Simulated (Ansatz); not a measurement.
A short molecular-dynamics run on `[O]=[W](=[O])([Cl])[Cl]`.

```yaml
crystal:
  periodic: [false, false, false]
  atoms:
    - {symbol: O, position_ang: [-0.125595, -0.662650, 1.609716]}
    - {symbol: W, position_ang: [0.064699, -0.073690, 0.034767]}
    - {symbol: O, position_ang: [1.461222, -0.796397, -0.590507]}
    - {symbol: Cl, position_ang: [-1.708955, -0.700315, -1.206288]}
    - {symbol: Cl, position_ang: [0.358528, 2.159351, 0.110913]}
basis:
  gaussian: {orbitals: def2-SVP}
magnetization: {spin_polarized: true, initial_magnetization: 0}
hamiltonian: {xc: {name: revPBE}}
md: {timestep: 2 fs, n_steps: 30, ensemble: nvt_nose_hoover, temperature: 1500, initial_velocities: maxwell_boltzmann, seed: 694}
```

```sh
$ ansatz run in.yaml --threads 4 --pin off --events-out ev --progress --plain --max-ram 10444MiB
```

```
step  time (fs)  potential energy (eV)  kinetic (eV)  T (K)  conserved (eV)
   0        0.0            -30956.3962        0.5817   1500     -30955.8145
   1        2.0            -30956.3366        0.5236   1350     -30955.8130
   2        4.0            -30956.2740        0.4623   1192     -30955.8118
   3        6.0            -30956.2278        0.4163   1074     -30955.8116
   4        8.0            -30956.2002        0.3879   1000     -30955.8126
   5       10.0            -30956.1774        0.3645    940     -30955.8136
   6       12.0            -30956.1445        0.3317    855     -30955.8137
   7       14.0            -30956.0986        0.2871    740     -30955.8129
   8       16.0            -30956.0508        0.2409    621     -30955.8118
   9       18.0            -30956.0180        0.2095    540     -30955.8109
  10       20.0            -30956.0134        0.2057    531     -30955.8107
  11       22.0            -30956.0409        0.2335    602     -30955.8111
  12       24.0            -30956.0936        0.2863    738     -30955.8120
  13       26.0            -30956.1567        0.3495    901     -30955.8132
  14       28.0            -30956.2115        0.4050   1044     -30955.8143
  15       30.0            -30956.2414        0.4364   1125     -30955.8148
  16       32.0            -30956.2373        0.4346   1121     -30955.8147
  17       34.0            -30956.2016        0.4021   1037     -30955.8138
  18       36.0            -30956.1489        0.3529    910     -30955.8124
  19       38.0            -30956.1002        0.3072    792     -30955.8113
  20       40.0            -30956.0711        0.2799    722     -30955.8113
  21       42.0            -30956.0609        0.2707    698     -30955.8123
  22       44.0            -30956.0541        0.2648    683     -30955.8134
  23       46.0            -30956.0332        0.2456    633     -30955.8137
  24       48.0            -30955.9923        0.2072    534     -30955.8131
  25       50.0            -30955.9398        0.1574    406     -30955.8120
  26       52.0            -30955.8921        0.1120    289     -30955.8110
  27       54.0            -30955.8642        0.0857    221     -30955.8105
  28       56.0            -30955.8639        0.0862    222     -30955.8106
  29       58.0            -30955.8894        0.1123    290     -30955.8112
  30       60.0            -30955.9315        0.1553    400     -30955.8120
```

Velocities are drawn at the set temperature; a run this short doesn't reach equilibrium.

Frames (Å, forces in eV/Å):

```xyz
5
time=0.0 fs
O    -0.126   -0.663    1.610   -0.109   -0.614    1.509
W     0.065   -0.074    0.035   -0.787    0.847   -0.619
O     1.461   -0.796   -0.591    1.358   -0.738   -0.526
Cl   -1.709   -0.700   -1.206   -0.606   -0.265   -0.421
Cl    0.359    2.159    0.111    0.144    0.771    0.057
5
time=2.0 fs
O    -0.114   -0.648    1.614   -0.166   -0.649    1.515
W     0.063   -0.076    0.030   -1.199    1.580    0.154
O     1.439   -0.810   -0.582    2.265   -1.192   -0.962
Cl   -1.690   -0.694   -1.197   -1.059   -0.436   -0.714
Cl    0.353    2.164    0.118    0.159    0.698    0.008
5
time=4.0 fs
O    -0.104   -0.634    1.622   -0.208   -0.586    1.264
W     0.062   -0.078    0.026   -1.256    2.066    1.038
O     1.422   -0.826   -0.576    2.818   -1.478   -1.248
Cl   -1.673   -0.687   -1.189   -1.522   -0.607   -1.013
Cl    0.347    2.168    0.125    0.168    0.605   -0.042
5
time=6.0 fs
O    -0.093   -0.623    1.633   -0.242   -0.447    0.807
W     0.060   -0.079    0.022   -0.820    2.217    1.900
O     1.411   -0.846   -0.572    2.865   -1.494   -1.316
Cl   -1.657   -0.682   -1.181   -1.975   -0.769   -1.299
Cl    0.341    2.174    0.132    0.171    0.493   -0.091
5
time=8.0 fs
O    -0.084   -0.612    1.646   -0.275   -0.271    0.230
W     0.058   -0.080    0.019    0.092    2.030    2.625
O     1.408   -0.870   -0.572    2.403   -1.214   -1.162
Cl   -1.644   -0.677   -1.175   -2.389   -0.912   -1.555
Cl    0.336    2.180    0.139    0.168    0.368   -0.138
5
time=10.0 fs
O    -0.075   -0.601    1.659   -0.310   -0.094   -0.366
W     0.055   -0.081    0.016    1.308    1.590    3.154
O     1.410   -0.896   -0.575    1.578   -0.703   -0.845
Cl   -1.633   -0.673   -1.171   -2.736   -1.027   -1.761
Cl    0.330    2.187    0.146    0.160    0.234   -0.182
5
time=12.0 fs
O    -0.067   -0.592    1.672   -0.347    0.055   -0.898
W     0.054   -0.081    0.013    2.578    1.030    3.474
O     1.416   -0.924   -0.580    0.606   -0.078   -0.455
Cl   -1.625   -0.670   -1.169   -2.988   -1.105   -1.900
Cl    0.325    2.193    0.153    0.150    0.098   -0.221
5
time=14.0 fs
O    -0.059   -0.581    1.682   -0.383    0.158   -1.305
W     0.052   -0.081    0.011    3.684    0.471    3.591
O     1.424   -0.952   -0.585   -0.320    0.545   -0.070
Cl   -1.620   -0.669   -1.169   -3.123   -1.140   -1.959
Cl    0.320    2.200    0.159    0.142   -0.034   -0.257
5
time=16.0 fs
O    -0.053   -0.571    1.689   -0.414    0.206   -1.553
W     0.052   -0.081    0.010    4.487   -0.005    3.511
O     1.431   -0.979   -0.591   -1.079    1.086    0.260
Cl   -1.619   -0.669   -1.171   -3.129   -1.130   -1.931
Cl    0.316    2.207    0.166    0.136   -0.157   -0.287
5
time=18.0 fs
O    -0.047   -0.560    1.693   -0.439    0.198   -1.621
W     0.052   -0.081    0.010    4.932   -0.357    3.237
O     1.435   -1.004   -0.597   -1.620    1.502    0.514
Cl   -1.621   -0.670   -1.175   -3.008   -1.074   -1.816
Cl    0.311    2.214    0.171    0.135   -0.269   -0.314
5
time=20.0 fs
O    -0.043   -0.548    1.692   -0.458    0.134   -1.503
W     0.054   -0.081    0.011    5.021   -0.569    2.779
O     1.436   -1.025   -0.601   -1.932    1.779    0.685
Cl   -1.626   -0.672   -1.181   -2.771   -0.979   -1.625
Cl    0.307    2.220    0.177    0.140   -0.365   -0.336
5
time=22.0 fs
O    -0.039   -0.537    1.688   -0.470    0.018   -1.200
W     0.056   -0.081    0.012    4.784   -0.631    2.155
O     1.432   -1.041   -0.603   -2.022    1.910    0.774
Cl   -1.635   -0.675   -1.188   -2.444   -0.852   -1.374
Cl    0.302    2.226    0.182    0.152   -0.445   -0.354
5
time=24.0 fs
O    -0.037   -0.525    1.682   -0.476   -0.143   -0.728
W     0.060   -0.081    0.013    4.259   -0.538    1.400
O     1.422   -1.053   -0.604   -1.899    1.894    0.781
Cl   -1.646   -0.679   -1.198   -2.054   -0.705   -1.084
Cl    0.298    2.232    0.187    0.169   -0.508   -0.369
5
time=26.0 fs
O    -0.036   -0.513    1.673   -0.477   -0.337   -0.123
W     0.064   -0.082    0.015    3.480   -0.283    0.578
O     1.409   -1.061   -0.603   -1.565    1.722    0.702
Cl   -1.659   -0.684   -1.208   -1.630   -0.547   -0.775
Cl    0.294    2.237    0.191    0.192   -0.555   -0.381
5
time=28.0 fs
O    -0.036   -0.502    1.664   -0.471   -0.545    0.545
W     0.069   -0.082    0.017    2.476    0.129   -0.220
O     1.391   -1.064   -0.600   -1.025    1.389    0.534
Cl   -1.674   -0.690   -1.220   -1.199   -0.389   -0.469
Cl    0.290    2.241    0.195    0.220   -0.585   -0.391
5
time=30.0 fs
O    -0.037   -0.493    1.656   -0.456   -0.738    1.175
W     0.075   -0.083    0.019    1.278    0.680   -0.873
O     1.371   -1.064   -0.595   -0.292    0.897    0.275
Cl   -1.691   -0.696   -1.231   -0.780   -0.236   -0.178
Cl    0.287    2.245    0.199    0.251   -0.602   -0.399
5
time=32.0 fs
O    -0.040   -0.485    1.651   -0.428   -0.887    1.643
W     0.081   -0.083    0.021   -0.056    1.316   -1.266
O     1.350   -1.062   -0.591    0.585    0.273   -0.060
Cl   -1.708   -0.702   -1.244   -0.386   -0.094    0.089
Cl    0.283    2.248    0.202    0.284   -0.608   -0.406
5
time=34.0 fs
O    -0.043   -0.479    1.650   -0.381   -0.964    1.842
W     0.087   -0.083    0.022   -1.420    1.944   -1.324
O     1.331   -1.059   -0.586    1.507   -0.410   -0.432
Cl   -1.726   -0.708   -1.256   -0.022    0.036    0.327
Cl    0.280    2.251    0.205    0.316   -0.606   -0.413
5
time=36.0 fs
O    -0.047   -0.476    1.654   -0.314   -0.954    1.717
W     0.093   -0.082    0.023   -2.652    2.427   -1.062
O     1.315   -1.057   -0.582    2.313   -1.027   -0.771
Cl   -1.744   -0.715   -1.267    0.306    0.154    0.536
Cl    0.278    2.253    0.207    0.347   -0.601   -0.420
5
time=38.0 fs
O    -0.052   -0.475    1.662   -0.229   -0.859    1.289
W     0.098   -0.082    0.024   -3.563    2.619   -0.593
O     1.304   -1.058   -0.580    2.822   -1.424   -0.987
Cl   -1.761   -0.721   -1.279    0.599    0.260    0.717
Cl    0.275    2.254    0.209    0.372   -0.596   -0.425
5
time=40.0 fs
O    -0.058   -0.476    1.672   -0.135   -0.699    0.647
W     0.103   -0.080    0.025   -4.011    2.418   -0.083
O     1.301   -1.062   -0.581    2.898   -1.481   -1.010
Cl   -1.778   -0.727   -1.289    0.857    0.355    0.874
Cl    0.273    2.254    0.210    0.391   -0.593   -0.428
5
time=42.0 fs
O    -0.064   -0.479    1.685   -0.041   -0.502   -0.085
W     0.106   -0.078    0.026   -3.969    1.828    0.328
O     1.304   -1.070   -0.583    2.526   -1.174   -0.824
Cl   -1.795   -0.732   -1.298    1.080    0.439    1.010
Cl    0.272    2.254    0.211    0.403   -0.591   -0.429
5
time=44.0 fs
O    -0.070   -0.483    1.697    0.045   -0.299   -0.790
W     0.109   -0.076    0.027   -3.543    0.963    0.570
O     1.314   -1.080   -0.588    1.819   -0.588   -0.480
Cl   -1.810   -0.737   -1.307    1.271    0.513    1.125
Cl    0.271    2.253    0.212    0.408   -0.588   -0.425
5
time=46.0 fs
O    -0.076   -0.488    1.707    0.116   -0.116   -1.378
W     0.111   -0.073    0.028   -2.911   -0.007    0.638
O     1.328   -1.092   -0.594    0.957    0.127   -0.062
Cl   -1.823   -0.742   -1.314    1.430    0.576    1.220
Cl    0.270    2.252    0.212    0.409   -0.580   -0.418
5
time=48.0 fs
O    -0.082   -0.493    1.714    0.168    0.029   -1.794
W     0.112   -0.070    0.029   -2.242   -0.922    0.559
O     1.344   -1.104   -0.601    0.110    0.829    0.346
Cl   -1.835   -0.746   -1.320    1.558    0.627    1.296
Cl    0.270    2.250    0.211    0.406   -0.562   -0.407
5
time=50.0 fs
O    -0.087   -0.498    1.717    0.200    0.124   -2.007
W     0.113   -0.068    0.030   -1.651   -1.676    0.358
O     1.361   -1.113   -0.606   -0.610    1.417    0.690
Cl   -1.846   -0.749   -1.325    1.658    0.666    1.352
Cl    0.270    2.247    0.210    0.402   -0.532   -0.393
5
time=52.0 fs
O    -0.092   -0.502    1.715    0.209    0.162   -2.004
W     0.114   -0.066    0.032   -1.193   -2.216    0.046
O     1.376   -1.120   -0.610   -1.147    1.846    0.943
Cl   -1.855   -0.752   -1.328    1.732    0.695    1.391
Cl    0.271    2.244    0.209    0.399   -0.486   -0.376
5
time=54.0 fs
O    -0.096   -0.507    1.708    0.194    0.137   -1.782
W     0.115   -0.064    0.033   -0.887   -2.526   -0.374
O     1.389   -1.122   -0.611   -1.487    2.101    1.098
Cl   -1.862   -0.754   -1.329    1.782    0.712    1.414
Cl    0.272    2.240    0.207    0.398   -0.425   -0.356
5
time=56.0 fs
O    -0.100   -0.511    1.697    0.154    0.049   -1.345
W     0.115   -0.063    0.035   -0.734   -2.606   -0.899
O     1.398   -1.119   -0.610   -1.628    2.186    1.157
Cl   -1.867   -0.755   -1.329    1.810    0.719    1.421
Cl    0.274    2.236    0.205    0.398   -0.348   -0.334
5
time=58.0 fs
O    -0.104   -0.515    1.682    0.090   -0.101   -0.716
W     0.115   -0.063    0.036   -0.735   -2.463   -1.508
O     1.403   -1.110   -0.606   -1.574    2.105    1.121
Cl   -1.870   -0.755   -1.328    1.818    0.717    1.413
Cl    0.276    2.231    0.202    0.401   -0.258   -0.310
5
time=60.0 fs
O    -0.107   -0.519    1.666    0.007   -0.300    0.053
W     0.115   -0.063    0.036   -0.898   -2.111   -2.150
O     1.404   -1.097   -0.600   -1.322    1.862    0.990
Cl   -1.871   -0.754   -1.325    1.808    0.706    1.391
Cl    0.278    2.226    0.199    0.405   -0.157   -0.284
```

Hardware: 4 threads of an Arm Neoverse V1 on a shared host. Wall time 62 s, peak host memory 0.18 GiB.
